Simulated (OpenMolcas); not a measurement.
Cu2+ (d9) in a complex was computed by SS-CASPT2, IPEA 0.25 Eh, imaginary shift 0.1 Eh with the d shell active (OpenMolcas, ANO-RCC-VDZP on the metal). Its lowest spin-free states, and all those of the highest spin:

| 2S+1 | Degeneracy | E (cm-1) |
| --- | --- | --- |
| 2 | 2 | 0 |
| 2 | 2 | 3940 |
| 2 | 1 | 4170 |

Q: Is the site octahedral, tetrahedral or cube-like, axial, or of lower symmetry?

A: The states with 2S+1 = 2 have orbital degeneracies 2, 2, 1. There are pairs but no triples, so the site is axial: not cubic, but with a proper or improper axis of order three or more. The run had Cu2+ with 3 ligands (water) in trigonal planar coordination (D3h) at 1.9 Å. Ligand basis ANO-RCC-VDZP.

Roots that are degenerate in the reference are averaged as groups; the widest CASPT2 spread within a group is 82 cm-1 (the 2-fold group of multiplicity 2 near 0 cm-1 above the lowest state of its run). Shifts and gaps below about the spread of the groups concerned are not significant. An orbital doublet at a regular site is open to a Jahn-Teller distortion, which this geometry leaves out. A single d shell leaves out the double-shell effect, which counts most for late 3d ions, where the CASPT2 field can be off either way by tens of per cent. Ligand-to-metal charge-transfer states are missing. Free-ion shares, where given, are those of the reference states; single-state CASPT2 does not remix them. No measured value stands beside these numbers; the geometry was imposed, not optimised, and the real ion may take another.
